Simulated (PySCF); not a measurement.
Isomers of C4H13GaO2Si, from PBE0-D3(BJ)/def2-SVP geometry optimisation, gas phase in PySCF. One conformer each, no zero-point energy, no frequencies.

Question: Which is lower in electronic energy at this level?
A. `[SiH3:1][O:2][C@H:3]1[CH2:4][CH2:5][O+:6]([GaH3-:7])[CH2:8]1` with Si1–O2–C3–C4 163°, O2–C3–C4–C5 78°, C3–C4–C5–O6 37°, C4–C5–O6–Ga7 117°, C5–O6–C8–C3 -6°: A = 3152, B = 447.0, C = 417.0 MHz, dipole 4.80 D
B. `[SiH3:1][O:2][GaH2-:3][O+:4]1[CH2:5][CH2:6][CH2:7][CH2:8]1` with Si1–O2–Ga3–O4 108°, O2–Ga3–O4–C5 55°, Ga3–O4–C5–C6 -96°, O4–C5–C6–C7 -24°, C5–C6–C7–C8 1°, C6–C7–C8–O4 21°: A = 1394, B = 1024, C = 713.3 MHz, dipole 4.45 D

Answer: B. That is `C1CCC[O+]1[GaH2-][O][SiH3]`, 37.2 kcal/mol below the other.

| SMILES | mapped SMILES | E (Eh) | relative (kcal/mol) | relative (kJ/mol) | dipole (D) |
| --- | --- | --- | --- | --- | --- |
| [SiH3][O][GaH2-][O+]1CCCC1 | [SiH3:1][O:2][GaH2-:3][O+:4]1[CH2:5][CH2:6][CH2:7][CH2:8]1 | -2523.81664 | 0.0 | 0.0 | 4.45 |
| [SiH3]O[C@H]1CC[O+]([GaH3-])C1 | [SiH3:1][O:2][C@H:3]1[CH2:4][CH2:5][O+:6]([GaH3-:7])[CH2:8]1 | -2523.75737 | 37.2 | 155.6 | 4.80 |
